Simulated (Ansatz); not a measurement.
BrHSSi, SMILES `S[Si]Br` from Hartree–Fock to CCSD(T)

Z-matrix (Å, degrees):
```
S
Si 1 2.132
H 1 1.347 2 93.1
Br 2 2.258 1 97.0 3 -180.0
```

The species carries charge 0 and has multiplicity 1. Correlated methods include outer-core shells of Br, which these sets cover unevenly. Scalar relativity is left out up to krypton. Geometry: relaxed with PBE0-D4/def2-TZVP. It is one conformer, not always the lowest. Frozen core, restricted reference, Ansatz.

```tsv
basis	HF (Eh)	MP2 corr.	CCSD corr.	(T)	CCSD(T) total
def2-SVP	-3258.97490	-0.43923	-0.46766	-0.01386	-3259.45642
def2-TZVPP	-3259.53343	-0.54994	-0.58098	-0.02593	-3260.14034
def2-QZVPP	-3259.60243	-0.89268	–	–	–
```
